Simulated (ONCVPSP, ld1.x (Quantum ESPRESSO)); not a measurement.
Hardness and transferability of assorted potentials

Generated with ld1.x 7.5 (TM, RRKJ, ultrasoft, PAW), atompaw 4.2 or ONCVPSP 4.0.1. The cutoff is in Ry: for ld1.x and atompaw files where the sum of valence levels is converged to 10 mRy in a Bessel basis, for ONCV files where the hardest occupied wave has 1 mHa per electron of residual kinetic energy. The error is the largest all-electron minus pseudo excitation energy over each file’s own four to seven test configurations (ionisations up to +4, promotions, holes and added fractions of an electron), all of which were solved. The labels leave out finer settings (local radius, basis sizes, second energies), which also bear on the numbers. Spin-polarised tests are not counted. The rows are a selection from randomly drawn settings: files with unsolved tests, undetermined cutoffs or missed reference levels are left out.

A true bound ghost makes a file unfit for plane-wave use even where its test errors are small: the radial tests pick states by their node count and pass the ghost by.

```tsv
element	potential	cutoff (Ry)	largest error (meV)	bound ghosts
C	ONCV, PBEsol, scalar-relativistic, rc 0.95/2.50 (sp), local smoothed, core correction no, reference 2s2 2p2, qcut 7.9/4.3, projectors 2/3	41	+1682	none
P	ultrasoft, LDA (PZ), scalar-relativistic, rc 1.65/2.00 (sp), local smoothed, core correction yes, reference 3s2 3p3	15	+248	none
As	ONCV, LDA (Perdew-Wang 92), scalar-relativistic, rc 1.02/0.84/0.88 (spd), local smoothed, core correction yes, reference 3s2 3p6 3d10 4s2 4p3, qcut 14.4/17.9/19.8, projectors 2/2/3	307	-6.3	none
Br	ONCV, PBE, scalar-relativistic, rc 1.35/1.65/0.50 (spd), local smoothed, core correction yes, reference 3d10 4s1.75 4p5.25, qcut 6.3/5.2/17.5, projectors 3/2/3	1411	-6.6	s, p, d
Zr	ONCV, PBE, scalar-relativistic, rc 2.25/1.25/3.05 (spd), local smoothed, core correction no, reference 4s2 4p6 4d2 5s2, qcut 5.8/6.9/5.7, projectors 3/2/2	49	+16	none
In	ONCV, Wu-Cohen, scalar-relativistic, rc 2.05/2.70 (sp), local smoothed, core correction yes, reference 5s1.75 5p1.25, qcut 2.9/3.6, projectors 2/1	18	-214	none
Sb	ONCV, PBEsol, scalar-relativistic, rc 1.20/1.50/1.35 (spd), local smoothed, core correction yes, reference 4s2 4p6 4d10 5s1 5p4, qcut 12.1/11.2/11.2, projectors 2/2/1	97	-5.5	none
Te	ONCV, PBE, non-relativistic, rc 2.00/1.80/1.30 (spd), local smoothed, core correction yes, reference 4d10 5s2 5p3, qcut 3.4/4.2/14.5, projectors 2/1/2	105	-324	s, p
```

Question: Fill in the row for Zn: ONCV, LDA (Perdew-Zunger), scalar-relativistic, rc 1.90/1.65/0.85 (spd), local smoothed, core correction yes, reference 3d10 4s1, qcut 2.7/4.7/21.8, projectors 1/2/1.

Answer: cutoff 304 Ry, largest error -166 meV, bound ghosts: s, p.
